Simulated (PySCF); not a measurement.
Cl⁺ (chlorine, charge +1) across methods

[Ne] 3s2 3p3 4s1, high-spin 5S determinant (an excited configuration). Computed with PySCF 2.14 in aug-cc-pCVTZ-DK with one added diffuse shell each of s, p, d, f type (9s8p6d4f, 91 functions), with scalar relativity by spin-free X2C-1e.

```
   method  E (hartree)  mean ε 3s β (eV)  mean ε 3p α (eV)  mean ε 4s α (eV)  Σ⟨r²⟩ (bohr²)   ⟨S²⟩
      UHF   -460.00091           -39.679           -32.721           -10.023          35.70  6.001
    B97-3    -460.5404           -36.936           -27.797            -8.673          34.56  6.001
      LDA    -459.0955           -35.322           -25.943            -8.360          34.06  6.000
      PBE    -460.4293           -35.084           -26.020            -8.200          34.42  6.000
CAM-B3LYP    -460.6225           -38.515           -29.153            -9.547          34.53  6.000
    HSE06    -460.4809           -36.279           -27.453            -8.427          34.48  6.000
     PBE0    -460.4604           -36.657           -27.892            -8.740          34.60  6.000
     PW91    -460.6026           -35.161           -26.072            -8.252          34.37  6.000
```

**Question.** Estimate the same row for r2SCAN.

**Answer.** E (hartree) = -460.5679; mean ε 3s β (eV) = -35.210; mean ε 3p α (eV) = -26.789; mean ε 4s α (eV) = -8.224; Σ⟨r²⟩ (bohr²) = 34.79; ⟨S²⟩ = 6.000.

The outer electron is Rydberg-like, and this basis confines it to a smaller radius and binds it less than a complete one would.
